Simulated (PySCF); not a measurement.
From computed data to an observable: oscillator strength and radiative lifetime

Al(Me)2(F) (C₂H₆AlF), SMILES [Al]([F])([CH3])[CH3].

Geometry: PBE0-D3(BJ)/def2-SVP. The isomer is the one that the SMILES or the coordinates give; other isomers of the formula were not compared.

TDDFT-PBE0/def2-SVPD (PySCF) puts the first singlet state with f over 0.02 at 6.64 eV (vertical), with the transition dipole (1.004, -0.037, 0.000) in atomic units.

### Question
Find the oscillator strength, the wavelength and the radiative lifetime that this transition would have in vacuum if emission retraced absorption.

### Answer

|μ|² = 1.0094 au, so |μ| = 2.55 D. ΔE = 6.64/27.211 = 0.2440 hartree. f = (2/3) ΔE |μ|² = 0.164 (the program prints 0.164).
λ = 1239.84/6.64 = 187 nm; ν = 53555 cm⁻¹.
Einstein's coefficient A = 0.6670 ν² f s⁻¹ (ν in cm⁻¹) = 3.1e8 s⁻¹, so τ = 1/A = 3.2 ns. This state is S2; the lower singlet has f = 0.000. The figure is the radiative limit of this one transition; relaxation, internal conversion, crossing to triplets and a medium change what is measured.
